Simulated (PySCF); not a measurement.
# Identify the compound

Molecular formula: C8H10NP. Simulated spectra:

1H NMR (600 MHz, computed): δ 8.65 (m, 2H), 7.08 (m, 2H), 1.56 (m, 2H), 1.41 (m, 2H), 0.80 (m, 2H).

13C{1H} NMR (computed): δ 153.1 (2C), 148.5, 125.3 (2C), 16.1 (2C), -8.8.

One conformer, fast rotation and ring inversion assumed for equivalent nuclei, non-relativistic Hamiltonian, no solvent model. NMR shieldings at B97-2/pcSseg-1/GIAO; structure optimised with PBE0-D3(BJ)/def2-SVP; PySCF 2.14.0 with density-fitted response routines.

δ = σ(ref) − σ, references computed at the same level: 1H (σref 31.38), 13C (σref 183.69) against TMS.

Task: Deduce the structure.

Result: 
- 5 carbon signals for 8 carbons: some carbons are equivalent by symmetry or fast rotation.
- Carbon types of the structure: 1 × C, 4 × CH, 3 × CH2, which accounts for all hydrogens.
- δC 153.1: aromatic CH next to a ring nitrogen; the adjacent pyridine-type nitrogen withdraws density from it.
- δC 148.5: substituted aromatic carbon.
- δC 125.3: aromatic CH.
- δC 16.1: three-membered-ring carbon; carbons of three-membered rings are unusually shielded.
- δH 8.65: hydrogen on an aromatic CH next to a ring nitrogen; ring current plus the neighbouring ring nitrogen.
- δH 7.08: hydrogen on an aromatic CH; the ring current deshields protons in the ring plane.
- δH 1.56, 1.41: hydrogen on a three-membered-ring carbon; cyclopropane-type protons are shielded by the ring.

The compound is SMILES C=P1(c2ccncc2)CC1.

The data come from this structure; uniqueness wasn't tested.

Splittings by 31P in the carbon and heteronuclear signals aren't shown, as no couplings were computed. Shifts are as computed. Against solution values, carbons near 30 ppm lie about +1 ppm off and those near 130 ppm about +2 ppm (rms about the fit 1.9 ppm; single classes can miss by 10 ppm). Of 1328 compounds with measured shifts, 309 miss one by over three times the rms of a fit or turn the order of signals round; such compounds aren't used in these exercises. Signals without a measured value on file couldn't be tested in this way. No couplings were computed; multiplicities are counted from neighbouring protons, with m where these are inequivalent, close in shift, in a saturated or five-membered ring or joined by F or P, and br s for small geminal =CH2 splittings.
